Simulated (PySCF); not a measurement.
Computed IR spectrum (relative IR intensity) of a molecule C₃H₇BFN. Geometry: PBE-D3(BJ)/def2-SVP. Other conformers were not sampled. Method: PBE-D3(BJ)/def2-SVP (PySCF 2.14.0). Frequencies are harmonic and unscaled.

ν (cm⁻¹): 290 (vw), 441 (s), 456 (vw), 619 (w), 730 (vw), 852 (vw), 928 (w), 970 (vw), 1152 (m), 1320 (m), 1351 (m), 1360 (m), 1374 (m), 1402 (vw), 1417 (m), 1543 (vs), 1648 (w), 2947 (w), 3015 (w), 3050 (w), 3052 (w), 3154 (vw), 3529 (m), 3638 (w) (against the strongest line: vs over 80 %, s over 45 %, m over 15 %, w over 4 %, vw less)

Task: Which molecule gave these data?
(A) C/C=C/B(N)F
(B) C=CB(F)NC
(C) C=C(C)B(N)F
(D) C=CCB(N)F

Result: C, C=C(C)B(N)F
